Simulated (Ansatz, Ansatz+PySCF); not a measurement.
```xyz
2

Be    0.0000    0.0000    0.0000
Al    0.8344    1.1125    2.4087
```

Basis set: STO-3G (spherical functions). Correlated methods keep 5 orbitals frozen. Correlation on ROHF uses semicanonical orbitals with singles. Charge 0, multiplicity 2.

Computed with Ansatz (development build ahead of 0.2.0); the reference of a correlated method needn't be the lowest determinant of its kind.

Q: Give the atomization energy at this shape (free ground-state atoms in the same class of orbitals less the molecule, no zero-point energy) of doublet AlBe by full CI (lowest root of this spin), ROHF-CCSD(T), ROHF-CCSD.

A:

| method | atomization energy |
| --- | --- |
| full CI (lowest root of this spin) | 2.35 eV |
| ROHF-CCSD(T) | 2.33 eV |
| ROHF-CCSD | 2.32 eV |

Caution for ROHF-CCSD(T), ROHF-CCSD: large amplitudes, a single reference is doubtful; the reference determinant was not shown to be the lowest.

This basis has no polarisation functions and is too small for such energies, which can lie far from measured ones in either direction.
